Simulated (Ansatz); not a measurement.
Mulliken charges of `[CH3][In]([F])[GeH3]` from PBE/def2-TZVPP in Ansatz (PBE0-D4/def2-TZVP geometry).

```tsv
atom	x (Å)	y (Å)	z (Å)	charge (e)
C1	0.259	2.012	-0.941	-0.525
In2	0.554	0.055	-0.129	0.696
F3	2.472	-0.394	-0.247	-0.464
Ge4	-0.752	-1.898	0.963	-0.080
H5	0.998	2.176	-1.725	0.132
H6	0.415	2.751	-0.152	0.115
H7	-0.747	2.132	-1.343	0.119
H8	0.163	-3.099	1.238	0.010
H9	-1.376	-1.436	2.293	-0.001
H10	-1.903	-2.349	0.045	-0.001
```

Question: By hand: the dipole of these point charges (1 e Å = 4.8032 D).

Answer: Σ q r = (-0.742, 0.147, 0.047) e Å, of length 0.758 e Å = 3.64 D.

Question: How does the dipole of the full density compare? (An estimate is asked.)

Answer: Ansatz gave: (-0.601, 0.232, -0.002) e Å, 3.09 D; the point charges give 1.18 times that, at 11° from its direction.

Point charges leave out the atoms' own dipoles, such as those of lone pairs, and Mulliken's split depends on the basis, so the two needn't agree.
